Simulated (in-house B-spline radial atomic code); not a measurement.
Successive ionisation energies of rubidium; each step leads to the configuration of the next row (after the last: bare). NIST's values go from ground level to ground level; the uncertainty of those that are theory runs from under 0.1 % in few-electron ions to several per cent in heavy many-electron ones. Computed with an all-electron radial atomic-structure program (B-spline basis): non-relativistic Hartree-Fock, average of the configuration, point nuclei.

This level leaves out relativity, spin-orbit splitting included, which matters for heavy ions.

```json
{"ion": "Rb20+", "configuration": "[Ne] 3s2 3p5", "ionisation energy (eV)": "906.1", "tabulated value (eV)": "905.3", "tabulated kind": "semi-empirical", "computed minus tabulated (eV)": "1", "highest orbital": "3p", "largest mean radius (bohr)": "0.45922"}
{"ion": "Rb21+", "configuration": "[Ne] 3s2 3p4", "ionisation energy (eV)": "957.4", "tabulated value (eV)": "958.9", "tabulated kind": "semi-empirical", "computed minus tabulated (eV)": "-1", "highest orbital": "3p", "largest mean radius (bohr)": "0.45526"}
{"ion": "Rb22+", "configuration": "[Ne] 3s2 3p3", "ionisation energy (eV)": "1009.6", "tabulated value (eV)": "1024", "tabulated kind": "semi-empirical", "computed minus tabulated (eV)": "-14", "highest orbital": "3p", "largest mean radius (bohr)": "0.45138"}
{"ion": "Rb23+", "configuration": "[Ne] 3s2 3p2", "ionisation energy (eV)": "1062.6", "tabulated value (eV)": "1080", "tabulated kind": "semi-empirical", "computed minus tabulated (eV)": "-17", "highest orbital": "3p", "largest mean radius (bohr)": "0.44756"}
{"ion": "Rb24+", "configuration": "[Ne] 3s2 3p1", "ionisation energy (eV)": "?", "tabulated value (eV)": "?", "tabulated kind": "semi-empirical", "computed minus tabulated (eV)": "?", "highest orbital": "?", "largest mean radius (bohr)": "?"}
{"ion": "Rb25+", "configuration": "[Ne] 3s2", "ionisation energy (eV)": "1217.5", "tabulated value (eV)": "1242.5", "tabulated kind": "semi-empirical", "computed minus tabulated (eV)": "-25", "highest orbital": "3s", "largest mean radius (bohr)": "0.44014"}
{"ion": "Rb26+", "configuration": "[Ne] 3s1", "ionisation energy (eV)": "1273.1", "tabulated value (eV)": "1294.57", "tabulated kind": "semi-empirical", "computed minus tabulated (eV)": "-22", "highest orbital": "3s", "largest mean radius (bohr)": "0.43607"}
{"ion": "Rb27+", "configuration": "[He] 2s2 2p6", "ionisation energy (eV)": "3128.1", "tabulated value (eV)": "3133.3", "tabulated kind": "semi-empirical", "computed minus tabulated (eV)": "-5", "highest orbital": "2p", "largest mean radius (bohr)": "0.17803"}
{"ion": "Rb28+", "configuration": "[He] 2s2 2p5", "ionisation energy (eV)": "3279.3", "tabulated value (eV)": "3281", "tabulated kind": "semi-empirical", "computed minus tabulated (eV)": "-2", "highest orbital": "2p", "largest mean radius (bohr)": "0.17649"}
{"ion": "Rb29+", "configuration": "[He] 2s2 2p4", "ionisation energy (eV)": "3433.4", "tabulated value (eV)": "3443", "tabulated kind": "semi-empirical", "computed minus tabulated (eV)": "-10", "highest orbital": "2p", "largest mean radius (bohr)": "0.17497"}
{"ion": "Rb30+", "configuration": "[He] 2s2 2p3", "ionisation energy (eV)": "3590.4", "tabulated value (eV)": "3600", "tabulated kind": "semi-empirical", "computed minus tabulated (eV)": "-10", "highest orbital": "2p", "largest mean radius (bohr)": "0.17348"}
{"ion": "Rb31+", "configuration": "[He] 2s2 2p2", "ionisation energy (eV)": "?", "tabulated value (eV)": "?", "tabulated kind": "semi-empirical", "computed minus tabulated (eV)": "?", "highest orbital": "?", "largest mean radius (bohr)": "?"}
{"ion": "Rb32+", "configuration": "[He] 2s2 2p1", "ionisation energy (eV)": "3912.6", "tabulated value (eV)": "3988", "tabulated kind": "semi-empirical", "computed minus tabulated (eV)": "-75", "highest orbital": "2p", "largest mean radius (bohr)": "0.17056"}
{"ion": "Rb33+", "configuration": "[He] 2s2", "ionisation energy (eV)": "?", "tabulated value (eV)": "?", "tabulated kind": "semi-empirical", "computed minus tabulated (eV)": "?", "highest orbital": "?", "largest mean radius (bohr)": "?"}
{"ion": "Rb34+", "configuration": "[He] 2s1", "ionisation energy (eV)": "4262.7", "tabulated value (eV)": "4356.865", "tabulated kind": "tabulated theory", "computed minus tabulated (eV)": "-94", "highest orbital": "2s", "largest mean radius (bohr)": "0.16782"}
{"ion": "Rb35+", "configuration": "1s2", "ionisation energy (eV)": "18000.0", "tabulated value (eV)": "18305.89", "tabulated kind": "tabulated theory", "computed minus tabulated (eV)": "-306", "highest orbital": "1s", "largest mean radius (bohr)": "0.040956"}
{"ion": "Rb36+", "configuration": "1s1", "ionisation energy (eV)": "18626.2", "tabulated value (eV)": "18965.55", "tabulated kind": "tabulated theory", "computed minus tabulated (eV)": "-339", "highest orbital": "1s", "largest mean radius (bohr)": "0.040541"}
```

Fill in the row of Rb24+.

ionisation energy (eV): 1116.6; tabulated value (eV): 1125; computed minus tabulated (eV): -8; highest orbital: 3p; largest mean radius (bohr): 0.44382.

Fill in the row of Rb31+.

ionisation energy (eV): 3750.1; tabulated value (eV): 3815; computed minus tabulated (eV): -65; highest orbital: 2p; largest mean radius (bohr): 0.17201.

Fill in the row of Rb33+.

ionisation energy (eV): 4117.0; tabulated value (eV): 4214; computed minus tabulated (eV): -97; highest orbital: 2s; largest mean radius (bohr): 0.16914.

Where is the largest jump?

From Rb34+ to Rb35+, by a factor of 4.22 (4262.7 to 18000 eV); the highest orbital goes from 2s to 1s.

How far is this level of theory from the measured and semi-empirical values?

Over those 14 rows the differences run from -97 to +0.843 eV (mean absolute value 25 eV). The calculation leaves out relativity, correlation and, in open shells, the multiplet splittings that an average leaves out.
